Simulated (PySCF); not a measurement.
Field gradients at the hydrogen positions

Compound: C7H9NO.
Structure used (GFN2-xTB), in Å, numbered top down from 1:
```xyz
18
C7H9NO angstrom
C     -2.769    1.083   -1.307
C     -2.311    0.198   -0.423
C     -3.191   -0.613    0.480
C     -0.923   -0.041   -0.287
C      0.263   -0.238   -0.173
C      1.649   -0.587    0.017
O      2.011   -1.524    0.699
N      2.496    0.238   -0.652
C      3.925    0.055   -0.627
H     -3.823    1.266   -1.422
H     -2.106    1.645   -1.942
H     -4.238   -0.381    0.305
H     -3.025   -1.676    0.307
H     -2.947   -0.407    1.521
H      2.119    0.995   -1.198
H      4.128   -0.810    0.002
H      4.423    0.933   -0.209
H      4.311   -0.130   -1.632
```

Level: PBE0/pcSseg-1 (PySCF, non-relativistic); Q(2H) = 0.00286 b; rigid geometry, the same for H and D, with no vibrational averaging.

Problem. Rank these positions by the coupling χzz of a deuteron there, largest first.
A. H12 (methyl hydrogen)
B. H10 (vinylic hydrogen)
C. H18 (methyl hydrogen)
D. H15 (amide N–H hydrogen)

Solution. D (274 kHz), B (226 kHz), A (211 kHz), C (202 kHz).

Problem. What are Vzz, η and χzz (234.96 MHz × Q × Vzz) at all hydrogens?

Solution. 
| atom | bonded to | bond length (Å) | Vzz (au) | η | χzz (kHz) |
| --- | --- | --- | --- | --- | --- |
| H10 | C1 | 1.077 | 0.3361 | 0.05 | 226 |
| H11 | C1 | 1.077 | 0.3352 | 0.05 | 225 |
| H12 | C3 | 1.087 | 0.3146 | 0.04 | 211 |
| H13 | C3 | 1.089 | 0.3088 | 0.03 | 208 |
| H14 | C3 | 1.089 | 0.3089 | 0.03 | 208 |
| H15 | N8 | 1.007 | 0.4074 | 0.20 | 274 |
| H16 | C9 | 1.089 | 0.2963 | 0.05 | 199 |
| H17 | C9 | 1.092 | 0.3014 | 0.06 | 203 |
| H18 | C9 | 1.093 | 0.3009 | 0.06 | 202 |

Problem. Average by the element that carries the hydrogen.

Solution. on C: 210 kHz over 8 positions, mean bond length 1.087 Å; on N: 274 kHz over 1 position, mean bond length 1.007 Å.

Problem. How does χzz go with the bond length over the 8 C–H bonds?

Solution. A straight-line fit has a slope of -15.2 kHz for each 0.01 Å, with a correlation coefficient of -0.96, over lengths from 1.077 to 1.093 Å. The longer bonds have the smaller couplings here.

Geometry: GFN2-xTB, one conformer, isolated molecule. GFN2-xTB bond lengths can be off by several hundredths of an ångström, more for odd bonds, and the gradients follow them. The basis is small and wasn't made for field gradients, so the couplings can be 20 % off.
